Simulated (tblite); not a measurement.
C₇H₁₄Si.
Geometry (GFN2-xTB, Å), atoms numbered from 1 in this order:
```
atom  x, y, z in Å
C1     3.129   -0.068   -1.251
C2     2.256   -0.800   -0.585
C3     1.463   -0.322    0.587
C4    -0.045   -0.412    0.325
C5    -0.865   -0.010    1.553
C6    -2.344    0.010    1.161
Si7   -2.357    0.719   -0.609
C8    -0.480    0.488   -0.837
H9     3.677   -0.455   -2.094
H10    3.339    0.953   -0.976
H11    2.063   -1.823   -0.885
H12    1.731    0.711    0.820
H13    1.707   -0.940    1.457
H14   -0.295   -1.449    0.074
H15   -0.681   -0.692    2.386
H16   -0.559    0.991    1.868
H17   -2.740   -1.007    1.172
H18   -2.927    0.581    1.880
H19   -2.764    2.127   -0.661
H20   -3.167   -0.080   -1.533
H21    0.037    1.446   -0.761
H22   -0.188    0.053   -1.791
```

Level: GFN2-xTB in tblite, geometry and Hessian alike; calculated harmonic values, unscaled, isolated species. Errors from tens to a few hundred cm⁻¹ against measured bands are possible. Modes of hydrogen on silicon can be 10 to 20 % off. One conformer, not necessarily the lowest.

Harmonic wavenumbers (cm⁻¹): 62.6, 70.0, 95.3, 158.4, 203.8, 331.0, 382.4, 411.5, 439.0, 460.7, 500.3, 522.6, 642.0, 648.2, 710.3, 752.3, 771.1, 783.4, 815.2, 882.3, 900.7, 918.3, 947.0, 960.6, 1024.1, 1039.6, 1065.7, 1068.4, 1093.1, 1120.9, 1169.7, 1189.9, 1217.9, 1243.2, 1258.1, 1278.2, 1297.0, 1326.2, 1332.0, 1351.4, 1420.2, 1476.1, 1484.3, 1488.6, 1504.2, 1721.3, 2236.1, 2242.9, 2919.2, 2935.5, 2954.8, 2971.1, 2973.2, 2976.4, 2981.7, 3008.2, 3011.6, 3046.6, 3094.4, 3119.1.

A = 3591, B = 921.7, C = 781.8 MHz; mass 126.086 u (most abundant isotopes); point group C1, symmetry number 1.

**Question.** What is the zero-point energy?

**Answer.** Half the sum of the wavenumbers: 41005 cm⁻¹ = 490.53 kJ/mol.

**Question.** Give the ideal-gas entropy at 400 K and 1 bar in the rigid-rotor, harmonic-oscillator model (classical rotation).

**Answer.** Translation 175.29, rotation 125.87, vibration 155.38: S = 456.5 J/(mol K).

**Question.** And Cp and H(400 K) − H(0)?

**Answer.** Cp = 215.46 J/(mol K), of which vibrations give 182.20 (their classical limit is 60 R = 498.9); H(400 K) − H(0) = 47.11 kJ/mol without the zero-point energy, 33.81 from vibrations.

**Question.** What must be added to the electronic energy to get the Gibbs energy at 400 K and 1 bar?

**Answer.** ZPE + [H(400 K) − H(0)] − T·S = 490.53 + 47.11 − 182.62 = 355.02 kJ/mol.

**Question.** Which modes carry the vibrational entropy at 400 K?

**Answer.** 62.6 cm⁻¹: 20.73; 70.0 cm⁻¹: 19.80; 95.3 cm⁻¹: 17.26; 158.4 cm⁻¹: 13.10; 203.8 cm⁻¹: 11.08; 331.0 cm⁻¹: 7.34 J/(mol K); the other 54 give 66.07 together.

Hindered rotation and anharmonicity are outside this model. Other conformers, if any are populated, would add a mixing term that is left out. The structure is chiral; the term R ln 2 for an equal mix with its mirror image is left out.
